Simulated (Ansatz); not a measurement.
Mulliken charges of `COC1OB1F` from ωB97M-V/def2-TZVPP in Ansatz (PBE0-D4/def2-TZVP geometry).

```csv
atom,x (Å),y (Å),z (Å),charge (e)
C1,-0.539,-1.509,-0.144,-0.196
O2,-0.254,-0.264,-0.762,-0.261
C3,0.575,0.528,-0.060,0.088
O4,-0.125,1.414,1.037,-0.277
B5,0.387,2.023,-0.016,0.398
F6,0.484,3.243,-0.478,-0.251
H7,-1.101,-2.100,-0.864,0.131
H8,0.388,-2.033,0.115,0.111
H9,-1.138,-1.362,0.759,0.138
H10,1.407,0.009,0.418,0.120
```

Task: By hand: the dipole of these point charges (1 e Å = 4.8032 D).

Result: Σ q r = (0.200, -0.677, 0.103) e Å, of length 0.713 e Å = 3.42 D.

Task: How does the dipole of the full density compare? (Best estimate.)

Result: Computed: (0.162, -0.493, -0.010) e Å, 2.49 D; the point charges give 1.37 times that, at 10° from its direction.

Point charges leave out the atoms' own dipoles, such as those of lone pairs, and Mulliken's split depends on the basis, so the two needn't agree.
